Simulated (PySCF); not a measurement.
A PySCF script (with the pyscf-properties extension) for the NMR shieldings of `InChI=1S/C5H11OP/c1-2-7(6)5-3-4-5/h5,7H,2-4H2,1H3`, on a GFN2-xTB geometry:

```python
import basis_set_exchange as bse
import numpy as np
from pyscf import gto, dft
from pyscf.prop import nmr

atoms = """
C     2.832585    0.297103   -0.042171
C     1.564826   -0.506847   -0.289700
P     0.184676    0.661060   -0.594491
O    -0.023598    1.642034    0.471185
C    -1.271372   -0.347615   -0.988725
C    -2.107670   -0.743721    0.195278
C    -2.600601    0.304192   -0.740392
H     2.668820    0.990378    0.780765
H     3.091818    0.878582   -0.926382
H     3.669307   -0.353255    0.206109
H     1.678886   -1.186436   -1.134509
H     1.298751   -1.091473    0.596127
H     0.527311    1.237584   -1.822314
H    -1.172782   -1.039531   -1.813906
H    -2.577122   -1.716172    0.191380
H    -1.768152   -0.416942    1.167971
H    -2.587050    1.326273   -0.390445
H    -3.417394    0.071103   -1.406957
"""
names = dict.fromkeys(["C", "P", "O", "H"], "pcSseg-1")
basis = {el: gto.basis.parse(bse.get_basis(n, elements=[el], fmt="nwchem")) for el, n in names.items()}
mol = gto.M(atom=atoms, basis=basis, charge=0, verbose=0)
mf = dft.RKS(mol, xc="PBE0")
mf.grids.level = 2
mf.grids.alignment = dft.numint.BLKSIZE   # the property module wants whole blocks of grid points
mf.conv_tol = 1e-9
mf.kernel()

calc = nmr.RKS(mf)   # GIAO
C = mf.mo_coeff
Co = C[:, mf.mo_occ > 0]
resp = mf.gen_response(singlet=True, hermi=2)
def vind(x):   # induced exchange potential for any number of trial vectors
    d = np.einsum("pi,xij,qj->xpq", C, 2 * x.reshape(-1, C.shape[1], Co.shape[1]), Co, optimize=True)
    return np.einsum("xpq,pi,qj->xij", resp(d - d.transpose(0, 2, 1)), C, Co, optimize=True).ravel()
mo1, _ = nmr.rhf.solve_mo1(calc, with_cphf=vind)
sigma = calc.kernel(mo1)
for i, s in enumerate(sigma):   # ppm
    print("%2d %-2s %9.2f" % (i, mol.atom_pure_symbol(i), np.trace(s) / 3))
```

Question: What does it print?

Answer: 
```
 0 C     177.74
 1 C     158.88
 2 P     317.84
 3 O     284.37
 4 C     176.76
 5 C     185.82
 6 C     184.13
 7 H      29.91
 8 H      30.74
 9 H      30.31
10 H      30.59
11 H      30.03
12 H      24.61
13 H      31.37
14 H      31.12
15 H      30.84
16 H      30.68
17 H      31.01
```

These numbers come from an equivalent density-fitted implementation of the same equations, which agrees with the script to about 0.01 ppm for H and up to a few tenths of a ppm for heavy atoms, so last digits may differ.

Question: Turn these shieldings into chemical shifts. Referencing at the same level of theory: ¹³C (σref 186.93) and ¹H (σref 31.72) against TMS; ³¹P (σref 318.38) against H3PO4; ¹⁷O (σref 336.08) against H2O.

Answer: Averaging equivalent atoms: C 1: 28.0; C 4: 10.2; C 0: 9.2; C 6: 2.8; C 5: 1.1; P 2: 0.5; O 3: 51.7; H 12: 7.10; H 11: 1.68; H 7/8/9: 1.40; H 10: 1.13; H 16: 1.04; H 15: 0.87; H 17: 0.70; H 14: 0.60; H 13: 0.35 ppm. Experimental scales use liquid or dissolved standards, which lie at an offset from isolated H2O (liquid H2O: subtract about 36 ppm) and H3PO4.

Size and cost of the density-fitted run: 181 basis functions, roughly 80 core-seconds.
